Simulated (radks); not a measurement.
Spherical jellium clusters: N electrons in a uniform positive sphere of charge N and radius rs N^(1/3), rs = 4.11 bohr. Level of theory: non-relativistic Kohn-Sham, PBE, spin-polarised, spherical densities (a radial shooting solver with Libxc functionals). Levels are named by radial order and angular momentum (1s, 1p, 1d, 2s, ...), and open shells are averaged over m. Each electron was tried in the lowest free levels, single moves between levels near the top were tried too, and the lowest total energy was kept; such a search can miss a lower state. The series stops at N = 12: beyond it a trial failed or the search could not be trusted, so later rows were left out. Energies include the self-energy of the background; IP and EA are vertical (highest electron removed, lowest free level filled), at fixed background; spill-out counts the electrons outside the background radius R, and alpha is the static dipole polarisability from linear response (closed shells only). A dash means not computed or, for alpha, an open shell; in EA it means that no bound solution was reached, which is typical of self-interaction and does not show that the anion is unstable. Real open-shell clusters deform, which this model forbids.

N	open shells	2S	E(N+1) + E(N-1) - 2E(N) (eV)	IP (eV)	-e(HOMO) (eV)	spill-out (e)
1	1s(up 1, down 0)	1	-	-	3.031	0.35
2	none	0	0.939	5.090	3.130	0.52
3	1p(up 1, down 0)	1	-0.654	3.787	2.161	0.81
4	1p(up 2, down 0)	2	-0.424	4.331	2.661	0.97
5	1p(up 3, down 0)	3	0.476	4.609	2.972	1.09
6	1p(up 3, down 1)	2	-0.442	4.006	2.599	1.23
7	1p(up 3, down 2)	1	-0.282	4.371	2.929	1.33
8	none	0	1.125	4.576	3.146	1.43
9	1d(up 1, down 0)	1	-0.279	3.382	2.097	1.59
10	1d(up 2, down 0)	2	-0.227	3.638	2.357	1.73
11	1d(up 3, down 0)	3	-0.189	3.831	2.562	1.84
12	1d(up 4, down 0)	4	-	3.981	2.727	1.94

All shells are closed at N = 2, 8 (there: 1s2 1p6); the second difference of the energy has clear peaks (12 % above both neighbours; the first and last values, which can be the largest, are not judged, and half-filled shells can peak too) at N = 5, 8.
